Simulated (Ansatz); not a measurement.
Stepwise reaction of `[CH3][Ga]([NH2])[NH2]` with water, as a gas-phase model of exchange steps in deposition or etching. ΔE in kJ/mol.

Gas-phase electronic energies from Ansatz, PBE0-D4/def2-TZVP geometries. CCSD(T)/CBS is the MP2 limit (def2-TZVPP, def2-QZVPP) plus CCSD(T) − MP2 in def2-TZVPP, frozen cores. This one scheme is used for every species. DFT in def2-TZVPP. B3LYP here is the variant with VWN-RPA as its local correlation; programs differ in this. For Ga outer-core shells are correlated without core-valence functions, which leaves a few kJ/mol of doubt a bond. Scalar relativity is left out up to krypton. One conformer a species, not always the lowest.

```tsv
step	reaction	PBE-D4	B3LYP-D4	ωB97M-V	CCSD(T)/CBS
1	`[CH3][Ga]([NH2])[NH2]` + H₂O → `[CH3][Ga]([NH2])[OH]` + NH₃	-28.7	-28.9	-27.7	-22.7
2	`[CH3][Ga]([NH2])[OH]` + H₂O → `[CH3][Ga]([OH])[OH]` + NH₃	-26.4	-26.6	-25.2	-20.3
```

(1) By hand: ΔE of the 2 steps together at CCSD(T)/CBS.

Answers

(1) (-22.7) + (-20.3) = -43.0 kJ/mol, or -21.5 kJ/mol a step.

In ΔE the steps differ by no more than 2.4 kJ/mol. All are downhill at CCSD(T)/CBS. PBE-D4 differs from CCSD(T)/CBS by -6.1 to -6.0 kJ/mol a step. Isolated molecules leave out the surface, adducts and barriers. Largest T1 diagnostic: 0.014.
